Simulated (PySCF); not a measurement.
FH₆NOSi₂, SMILES O[Si@@H](N[SiH3])F.

Geometry optimised at B3LYP-D3(BJ)/def2-SVP. The structure was generated by enumeration; whether it is a known compound was not checked. Other conformers were not sampled.

Two levels are set side by side: PBE/def2-TZVP (PySCF) and ωB97X/def2-TZVP (PySCF). Same geometry, gas phase. Differences are taken from unrounded values.

```tsv
quantity	PBE
orbital gap (eV)	5.93
highest occupied level (eV)	-6.68
lowest empty level (eV)	-0.75
dipole moment (D)	2.73
mean polarisability (bohr³)	62.2
```

Q: These are the PBE values. What does ωB97X give? (An estimate is asked for; the answer gives what the named calculation found.)

A: 
```tsv
quantity	ωB97X	PBE minus ωB97X
orbital gap (eV)	12.60	-6.67
highest occupied level (eV)	-10.52	3.83
lowest empty level (eV)	2.09	-2.84
dipole moment (D)	2.90	-0.16
mean polarisability (bohr³)	58.5	3.7
```

Without exact exchange PBE keeps part of each electron's self-repulsion, which lifts occupied levels and narrows the gap. Loosely held outer electrons make PBE densities more polarisable. Differences between two approximate levels are no errors against the true value.

Rough cost on one machine, each run with all the roots and properties that it gave: ωB97X against PBE within a factor of 2.
